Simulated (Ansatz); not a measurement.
Nudged elastic band run: ClHOSi2

input.yaml

```yaml
crystal:
  periodic: [false, false, false]
  atoms:
    - { symbol: O, position_ang: [-0.577692, 1.432801, -0.131166] }
    - { symbol: Si, position_ang: [-0.448162, 0.237135, 1.073892] }
    - { symbol: Si, position_ang: [1.411498, -1.188215, 0.237832] }
    - { symbol: Cl, position_ang: [-0.509274, -2.026596, -0.383349] }
    - { symbol: H, position_ang: [0.12363, 1.544865, -0.797218] }
basis:
  gaussian: { orbitals: def2-SVP }
hamiltonian:
  xc: pbe
  dispersion: d4
neb:
  order_check: false
  images: 9
  f_tol: 0.05
  max_iterations: 60
  final_atoms:
    - { symbol: O, position_ang: [0.2251641, 1.00646312, -0.07028031] }
    - { symbol: Si, position_ang: [-0.71484231, -0.00175643, 1.26529997] }
    - { symbol: Si, position_ang: [1.33335489, -0.5326857, 0.22495209] }
    - { symbol: Cl, position_ang: [-0.6708151, -1.66232608, -0.47301581] }
    - { symbol: H, position_ang: [-0.17286158, 1.1902951, -0.94696495] }
  initial_path:
    images:
      - { positions_ang: [[-0.577692, 1.432801, -0.131166], [-0.448162, 0.237135, 1.073892], [1.411498, -1.188215, 0.237832], [-0.509274, -2.026596, -0.383349], [0.12363, 1.544865, -0.797218]] }
      - { positions_ang: [[-0.47213203, 1.49116751, -0.07855879], [-0.49785133, 0.24705464, 0.97725566], [1.32281464, -1.18930005, 0.19176586], [-0.44661616, -2.2158072, -0.30820407], [0.09378487, 1.6668751, -0.78226766]] }
      - { positions_ang: [[-0.36657205, 1.54953403, -0.02595158], [-0.54754065, 0.25697427, 0.88061932], [1.23413127, -1.1903851, 0.14569972], [-0.38395831, -2.4050184, -0.23305915], [0.06393974, 1.78888521, -0.76731732]] }
      - { positions_ang: [[-0.26101208, 1.60790054, 0.02665563], [-0.59722998, 0.26689391, 0.78398299], [1.14544791, -1.19147016, 0.09963358], [-0.32130047, -2.5942296, -0.15791422], [0.03409462, 1.91089531, -0.75236698]] }
      - { positions_ang: [[-0.1554521, 1.66626705, 0.07926284], [-0.64691931, 0.27681355, 0.68734665], [1.05676454, -1.19255521, 0.05356744], [-0.25864262, -2.7834408, -0.08276929], [0.00424949, 2.03290541, -0.73741664]] }
      - { positions_ang: [[-0.04989213, 1.72463356, 0.13187005], [-0.69660863, 0.28673318, 0.59071031], [0.96808118, -1.19364026, 0.0075013], [-0.19598478, -2.972652, -0.00762436], [-0.02559564, 2.15491551, -0.7224663]] }
      - { positions_ang: [[0.00511912, 1.58099948, 0.09143998], [-0.70025537, 0.22903526, 0.72562824], [1.04113592, -1.06144935, 0.05099146], [-0.29095084, -2.71058682, -0.10070265], [-0.05504883, 1.96199143, -0.76736603]] }
      - { positions_ang: [[0.06013036, 1.43736539, 0.05100991], [-0.7039021, 0.17133734, 0.86054617], [1.11419066, -0.92925844, 0.09448162], [-0.38591691, -2.44852163, -0.19378094], [-0.08450202, 1.76906735, -0.81226576]] }
      - { positions_ang: [[0.11514161, 1.2937313, 0.01057984], [-0.70754884, 0.11363941, 0.9954641], [1.18724541, -0.79706752, 0.13797178], [-0.48088297, -2.18645645, -0.28685923], [-0.11395521, 1.57614327, -0.85716549]] }
      - { positions_ang: [[0.17015285, 1.15009721, -0.02985023], [-0.71119557, 0.05594149, 1.13038204], [1.26030015, -0.66487661, 0.18146194], [-0.57584903, -1.92439127, -0.37993752], [-0.1434084, 1.38321918, -0.90206522]] }
      - { positions_ang: [[0.2251641, 1.00646312, -0.07028031], [-0.71484231, -0.00175643, 1.26529997], [1.33335489, -0.5326857, 0.22495209], [-0.6708151, -1.66232608, -0.47301581], [-0.17286158, 1.1902951, -0.94696495]] }
```

Launched with:

```bash
$ ansatz run input.yaml --threads 1 --pin off --max-ram 2048MiB --backend cpu --events-out ev --progress --plain --runs-dir out
```

Output, in part (warnings, iteration lines, the closing report on the highest movable image, with atoms numbered from 0):

```
NEB end point (image 0): max|allowed force component| = 1.268e-2 eV/Å (the criterion of neb.relax_end_points is 1.000e-2)
NEB end point (image 10): max|allowed force component| = 5.945e-3 eV/Å (the criterion of neb.relax_end_points is 1.000e-2)
NEB iter   1: max|band force component| = 4.789e0 eV/Å  barrier→ = 0.9339 eV  barrier← = 1.5672 eV  Δτ_max = 0.1972 Å  (632 SCF iters)
NEB iter   2: max|band force component| = 2.069e0 eV/Å  barrier→ = 0.9108 eV  barrier← = 1.5441 eV  Δτ_max = 0.2000 Å  (340 SCF iters)
NEB iter   3: max|band force component| = 1.673e0 eV/Å  barrier→ = 0.6268 eV  barrier← = 1.2601 eV  Δτ_max = 0.2000 Å  (321 SCF iters)
NEB iter   4: max|band force component| = 1.103e0 eV/Å  barrier→ = 0.4693 eV  barrier← = 1.1025 eV  Δτ_max = 0.2000 Å  (301 SCF iters)
NEB iter   5: max|band force component| = 4.744e0 eV/Å  barrier→ = 0.6878 eV  barrier← = 1.3211 eV  Δτ_max = 0.1011 Å  (309 SCF iters)
NEB iter   6: max|band force component| = 1.261e0 eV/Å  barrier→ = 0.4759 eV  barrier← = 1.1092 eV  Δτ_max = 0.2000 Å  (277 SCF iters)
NEB iter   7: max|band force component| = 8.596e-1 eV/Å  barrier→ = 0.3775 eV  barrier← = 1.0108 eV  Δτ_max = 0.2000 Å  (310 SCF iters)
NEB iter   8: max|band force component| = 2.534e0 eV/Å  barrier→ = 0.3634 eV  barrier← = 0.9967 eV  Δτ_max = 0.1046 Å  (295 SCF iters)
NEB iter   9: max|band force component| = 8.516e-1 eV/Å  barrier→ = 0.2237 eV  barrier← = 0.8570 eV  Δτ_max = 0.2000 Å  (284 SCF iters)
NEB iter  10: max|band force component| = 5.299e-1 eV/Å  barrier→ = 0.1300 eV  barrier← = 0.7633 eV  Δτ_max = 0.2000 Å  (298 SCF iters)
NEB iter  11: max|band force component| = 9.975e-1 eV/Å  barrier→ = 0.1531 eV  barrier← = 0.7864 eV  Δτ_max = 0.1001 Å  (297 SCF iters)
NEB iter  12: max|band force component| = 6.900e-1 eV/Å  barrier→ = 0.1145 eV  barrier← = 0.7477 eV  Δτ_max = 0.0998 Å  (279 SCF iters)
NEB iter  13: max|band force component| = 6.561e-1 eV/Å  barrier→ = 0.1115 eV  barrier← = 0.7448 eV  Δτ_max = 0.0999 Å  (265 SCF iters)
NEB iter  14: max|band force component| = 1.596e0 eV/Å  barrier→ = 0.2440 eV  barrier← = 0.8773 eV  Δτ_max = 0.0511 Å  (280 SCF iters)
NEB iter  15: max|band force component| = 4.487e-1 eV/Å  barrier→ = 0.1311 eV  barrier← = 0.7644 eV  CI = image 3  Δτ_max = 0.0997 Å  (265 SCF iters)
NEB iter  16: max|band force component| = 5.326e-1 eV/Å  barrier→ = 0.0862 eV  barrier← = 0.7195 eV  CI = image 3  Δτ_max = 0.0500 Å  (263 SCF iters)
NEB iter  17: max|band force component| = 3.001e-1 eV/Å  barrier→ = 0.0752 eV  barrier← = 0.7085 eV  CI = image 3  Δτ_max = 0.0499 Å  (268 SCF iters)
NEB iter  18: max|band force component| = 2.356e-1 eV/Å  barrier→ = 0.0635 eV  barrier← = 0.6968 eV  CI = image 3  Δτ_max = 0.0504 Å  (266 SCF iters)
NEB iter  19: max|band force component| = 1.877e-1 eV/Å  barrier→ = 0.0528 eV  barrier← = 0.6861 eV  CI = image 3  Δτ_max = 0.1030 Å  (262 SCF iters)
NEB iter  20: max|band force component| = 3.718e-1 eV/Å  barrier→ = 0.0549 eV  barrier← = 0.6882 eV  CI = image 5  Δτ_max = 0.0504 Å  (277 SCF iters)
NEB iter  21: max|band force component| = 2.218e-1 eV/Å  barrier→ = 0.0377 eV  barrier← = 0.6710 eV  CI = image 3  Δτ_max = 0.0251 Å  (265 SCF iters)
NEB iter  22: max|band force component| = 2.152e-1 eV/Å  barrier→ = 0.0355 eV  barrier← = 0.6688 eV  CI = image 3  Δτ_max = 0.0251 Å  (268 SCF iters)
NEB iter  23: max|band force component| = 1.690e-1 eV/Å  barrier→ = 0.0334 eV  barrier← = 0.6666 eV  CI = image 3  Δτ_max = 0.0499 Å  (266 SCF iters)
NEB iter  24: max|band force component| = 2.854e-1 eV/Å  barrier→ = 0.0340 eV  barrier← = 0.6672 eV  CI = image 4  Δτ_max = 0.0252 Å  (263 SCF iters)
NEB iter  25: max|band force component| = 1.726e-1 eV/Å  barrier→ = 0.0317 eV  barrier← = 0.6650 eV  CI = image 3  Δτ_max = 0.0334 Å  (259 SCF iters)
NEB iter  26: max|band force component| = 7.447e-2 eV/Å  barrier→ = 0.0312 eV  barrier← = 0.6645 eV  CI = image 3  Δτ_max = 0.0500 Å  (236 SCF iters)
NEB iter  27: max|band force component| = 3.141e-1 eV/Å  barrier→ = 0.0365 eV  barrier← = 0.6698 eV  CI = image 2  Δτ_max = 0.0250 Å  (251 SCF iters)
NEB iter  28: max|band force component| = 3.316e-1 eV/Å  barrier→ = 0.0311 eV  barrier← = 0.6644 eV  CI = image 3  Δτ_max = 0.0306 Å  (261 SCF iters)
NEB iter  29: max|band force component| = 3.491e-2 eV/Å  barrier→ = 0.0313 eV  barrier← = 0.6646 eV  CI = image 3  Δτ_max = 0.0000 Å  (577 SCF iters)
Total energy: -30315.11545188 eV, -1114.0599445332 hartree
Atom 0 at    -0.476282     1.290427    -0.150639 Å, force    -0.012453    -0.001849     0.008177 eV/Å
Atom 1 at    -0.529416     0.234770     1.212107 Å, force    -0.000060     0.005081     0.000985 eV/Å
Atom 2 at     1.285590    -0.905502     0.071030 Å, force    -0.000189    -0.002639    -0.001546 eV/Å
Atom 3 at    -0.549091    -2.010145    -0.352553 Å, force     0.001888    -0.000840    -0.001399 eV/Å
Atom 4 at     0.269200     1.390440    -0.779953 Å, force     0.010813     0.000247    -0.006216 eV/Å
Dipole moment:     0.375493     0.071222    -0.024987 e Å
```

It converged. Beside the main top the profile has a ripple of under 15 meV (maxima at images 3, 6), which may be a very shallow well or noise. A vibrational analysis at the climbing image gives one clearly imaginary mode, 104i cm⁻¹: a first-order saddle point.

Final band (atoms are numbered from 1 in the order of the input):

```tsv
image	path coordinate (Å)	energy (kJ/mol)	O1–Si3 (Å)	dihedral H5–O1–Si2–Si3 (°)
0	0.00	0.0	3.31	-14
1	0.16	0.7	3.17	-16
2	0.32	2.3	3.01	-17
3	0.48	3.0	2.82	-19
4	0.69	2.1	2.60	-19
5	0.89	1.8	2.45	-9
6	1.09	2.4	2.40	13
7	1.30	-2.6	2.27	41
8	1.50	-22.8	2.12	75
9	1.70	-50.5	1.97	104
10	1.90	-61.1	1.92	118
```

Run time: 8.6 min on 1 thread of Arm Neoverse V1 (shared host), peak memory 0.13 GiB.
